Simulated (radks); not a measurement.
Values are calculated unless marked as measured or tabulated.
The rhenium ion Re28+, configuration [Kr] 4d10 4f1. Level of theory: scalar-relativistic Kohn-Sham, exchange-only LDA, spin-polarised, spherical densities, point nucleus; open shells are filled with parallel spins first (spin-orbit coupling, left out, can overturn this in heavy ions) (a radial shooting solver on a logarithmic mesh with Libxc functionals).

Unscreened Slater integrals over Kohn-Sham orbitals (hartree). They are taken over the spin-up orbitals. Empty in this configuration: 5s.

integral     value
F0(4f,4f)   2.1222
F2(4f,4f)   1.1225
F4(4f,4f)  0.73210
F6(4f,4f)  0.53549
F0(4f,4d)   2.0560
F2(4f,4d)   1.0324
F4(4f,4d)  0.67275
G1(4f,4d)   1.1022
G3(4f,4d)  0.74752
G5(4f,4d)  0.54546
F0(4f,4p)   2.0743
F2(4f,4p)   1.0571
G2(4f,4p)  0.87086
G4(4f,4p)  0.63080
F0(4f,4s)   2.1216
G3(4f,4s)  0.76576
F0(4f,5s)   1.4012
G3(4f,5s)  0.15527
F0(4d,4d)   2.0261
F2(4d,4d)   1.0356
F4(4d,4d)  0.70279
F0(4d,4p)   2.0407
F2(4d,4p)   1.0503
G1(4d,4p)   1.3168
G3(4d,4p)  0.83873
F0(4d,4s)   2.0815
G2(4d,4s)   1.0427
F0(4d,5s)   1.3915
G2(4d,5s)  0.16093
F0(4p,4p)   2.0600
F2(4p,4p)   1.0777
F0(4p,4s)   2.1012
G1(4p,4s)   1.4232
F0(4p,5s)   1.3965
G1(4p,5s)  0.13945
F0(4s,4s)   2.1464
F0(4s,5s)   1.4081
G0(4s,5s)  0.10176
F0(5s,5s)   1.1692

Derived for the open shells (J is the average intra-shell exchange parameter used in DFT+U). 4f: F4/F2 = 0.652, F6/F2 = 0.477, J = (286 F2 + 195 F4 + 250 F6)/6435 = 0.09288 hartree.
